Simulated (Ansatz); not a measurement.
`[CH3][Ga]([CH3])[TeH]` + `O[SiH2][SiH3]` → `O[SiH]([SiH3])[TeH]` + `[CH3][GaH][CH3]`  (formal exchange of groups at a Te–Ga bond)

Program: Ansatz. Geometries: PBE0-D4/def2-TZVP. ΔE: electronic, gas phase. CCSD(T)/CBS adds triple-zeta CCSD(T) − MP2 to the extrapolated MP2 energy (def2 sets, frozen cores). DFT in def2-TZVPP. Elements past krypton have def2 core potentials. For Ga, Te outer-core shells are correlated without core-valence functions, which leaves a few kJ/mol of doubt a bond. Scalar relativity is left out up to krypton. One conformer a species, not always the lowest.

```json
{"level": "BHLYP-D4", "ΔE (kJ/mol)": "60.2"}
{"level": "CCSD/def2-SVP", "ΔE (kJ/mol)": "68.0"}
```

Question: What does CCSD(T)/CBS give? (Estimate.)

Answer: The calculation gave: +57.4 kJ/mol. The listed levels differ from it by 2.8, 10.6 kJ/mol.

Largest T1 diagnostic among the species: 0.012.

At CCSD(T), def2-SVP lies +10.1 kJ/mol from the extrapolated value and def2-TZVPP +3.4 kJ/mol. Leaving LDA and LC-ωPBE aside and taking each functional with its dispersion term where it has one, the values, not all of them listed here, spread over 13.9 kJ/mol, from B97M-V to B2PLYP. LDA lies −4.3 kJ/mol from PBE without D4.
